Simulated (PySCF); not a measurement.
Electron correlation in Os²⁺ (osmium, charge +2)

[Xe] 4f14 5d6, high-spin 5D determinant. All numbers are calculated (PySCF 2.14, scalar relativity through the core potential, in def2-QZVPPD with the def2 core potential (60 electrons) (7s5p4d4f2g, 88 functions)). Frozen: 5s2 5p6; 6 electrons correlated.

| level | correlation energy (mhartree) |
| --- | --- |
| CCSD | -107.71 |
| (T) | -3.04 |
| CCSD(T) | -110.75 |

Diagnostics: T1 = 0.0022, D1 = 0.0044, largest double amplitude 0.054.

Q: Is a single reference adequate?

A: Yes, within this model without spin-orbit coupling: T1 lies below 0.03 and no double amplitude reaches 0.07.
